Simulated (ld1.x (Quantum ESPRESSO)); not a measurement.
**Ga (Z = 31): TM pseudisation with PBE, non-relativistic reference atom.**

The input file (ld1.x (Quantum ESPRESSO) 7.5):

```
&input
   title='Ga', zed=31., rel=0, dft='PBE', iswitch=3,
   config='[Ar] 3d10 4s1 4p2',
   nld=3, rlderiv=2.00, eminld=-4.0, emaxld=5.0, deld=0.02
 /
 &inputp
   pseudotype=2, tm=.true., lloc=2,
   nlcc=.true., new_core_ps=.true.,
   file_pseudopw='Ga.UPF', file_wfcaegen='ae.wfc', file_wfcncgen='nc.wfc', file_beta='beta', file_chi='chi'
 /
3
4S  1  0   1.00   0.00  1.50  1.50  0.0
4P  2  1   2.00   0.00  1.85  1.85  0.0
3D  3  2  10.00   0.00  1.15  1.15  0.0
 &test
   configts(1)='3d10 4s1 4p2'
 /
```

Command:

```bash
ld1.x < Ga.in > Ga.out
```

Output (shortened: banner, matrices, multipoles, cross overlaps and the repeated all-electron block are left out):

```
Program LD1 v.7.5
     --------------------------- All-electron run ----------------------------

     Ga

     atomic number is 31.00
     dft =PBE   lsd =0 sic =0 latt =0  beta=0.20 tr2=1.0E-14
     Exchange-correlation= PBE
                           (   1   4   3   4   0   0   0)
     mesh =1205 r(mesh) = 101.09016 a.u. xmin = -7.00 dx = 0.01250
     1 Ry =  13.60569312 eV

     n l     nl                  e(Ry)          e(Ha)          e(eV)
     1 0     1S 1( 2.00)      -741.8558      -370.9279    -10093.4620
     2 0     2S 1( 2.00)       -90.6897       -45.3448     -1233.8961
     2 1     2P 1( 6.00)       -80.3634       -40.1817     -1093.4002
     3 0     3S 1( 2.00)       -10.6689        -5.3345      -145.1578
     3 1     3P 1( 6.00)        -7.3194        -3.6597       -99.5856
     3 2     3D 1(10.00)        -1.5860        -0.7930       -21.5787
     4 0     4S 1( 1.00)        -0.7162        -0.3581        -9.7450
     4 1     4P 1( 2.00)        -0.2467        -0.1234        -3.3570

     final scf error:  5.2E-15 reached in  29 iterations

     Etot =   -3848.672131 Ry,   -1924.336065 Ha,  -52363.851941 eV

     Ekin =    3846.081651 Ry,    1923.040825 Ha,   52328.606664 eV
     Encl =   -9209.417548 Ry,   -4604.708774 Ha, -125300.508998 eV
     Eh   =    1663.921920 Ry,     831.960960 Ha,   22638.811024 eV
     Exc  =    -149.258153 Ry,     -74.629077 Ha,   -2030.760631 eV

     normalization and overlap integrals

     s(1S/1S) =  1.000000  <r> =   0.0494  <r2> =    0.0033  r(max) =   0.0327
     s(2S/2S) =  1.000000  <r> =   0.2215  <r2> =    0.0578  r(max) =   0.1856
     s(2P/2P) =  1.000000  <r> =   0.1922  <r2> =    0.0452  r(max) =   0.1482
     s(3S/3S) =  1.000000  <r> =   0.6626  <r2> =    0.5068  r(max) =   0.5718
     s(3P/3P) =  1.000000  <r> =   0.6838  <r2> =    0.5513  r(max) =   0.5718
     s(3D/3D) =  1.000000  <r> =   0.8020  <r2> =    0.8397  r(max) =   0.5305
     s(4S/4S) =  1.000000  <r> =   2.3345  <r2> =    6.3225  r(max) =   1.8984
     s(4P/4P) =  1.000000  <r> =   3.2247  <r2> =   12.4336  r(max) =   2.4683

     ------------------------ End of All-electron run ------------------------

     --------------------- Generating NC pseudopotential ---------------------

      Generating local pot.: lloc=2, matching radius rcloc =   1.1500

      Computing core charge for nlcc:

       r > 0.31 : true rho core
      Core charge pseudized with two Bessel functions
      Integrated core pseudo-charge :  14.79

      Wfc   4S  rcut= 1.516  Using Troullier-Martins method

      Wfc   4P  rcut= 1.852  Using Troullier-Martins method

     ------------------- End of pseudopotential generation -------------------

     Computing logarithmic derivative in   2.00829
     Computing logarithmic derivative in   2.00829
     Computing the partial wave expansion
     R is outside the sphere for l=    0 j= 0.00
     R is outside the sphere for l=    1 j= 0.00
       no projector for channel:   2

     ---------------------- Testing the pseudopotential ----------------------

     Ga

     atomic number is 31.00   valence charge is 13.00
     dft =PBE   lsd =0 sic =0 latt =0  beta=0.20 tr2=1.0E-14
     mesh =1205 r(mesh) = 101.09016 xmin = -7.00 dx = 0.01250

     n l     nl             e AE (Ry)        e PS (Ry)    De AE-PS (Ry)
     3 2     3D   1(10.00)       -1.58600       -1.58600       -0.00000
     1 0     4S   1( 1.00)       -0.71624       -0.71624       -0.00000
     2 1     4P   1( 2.00)       -0.24673       -0.24673        0.00000

     eps = 5.6E-15  iter = 25

     Etot =   -3848.672131 Ry,   -1924.336065 Ha,  -52363.851941 eV
     Etotps =  -214.514142 Ry,    -107.257071 Ha,   -2918.613592 eV

     Ekin =     207.805435 Ry,     103.902717 Ha,    2827.336977 eV
     Encl =    -472.723241 Ry,    -236.361621 Ha,   -6431.727353 eV
     Ehrt =     139.438611 Ry,      69.719305 Ha,    1897.158947 eV
     Ecxc =     -90.303310 Ry,     -45.151655 Ha,   -1228.639123 eV
     (Ecc =     -61.240540 Ry,     -30.620270 Ha,    -833.219988 eV)
     Epseu=       1.268363 Ry,       0.634182 Ha,      17.256960 eV

     ---------------------- End of pseudopotential test ----------------------
```

Note: ghost states, extra bound levels that the all-electron valence spectrum of the same l lacks: s at -367.1 eV, p at -158.3 eV. A true bound ghost makes a file unfit for plane-wave use.

Generation and configuration tests took about 2.2 s on one core of a shared server CPU.
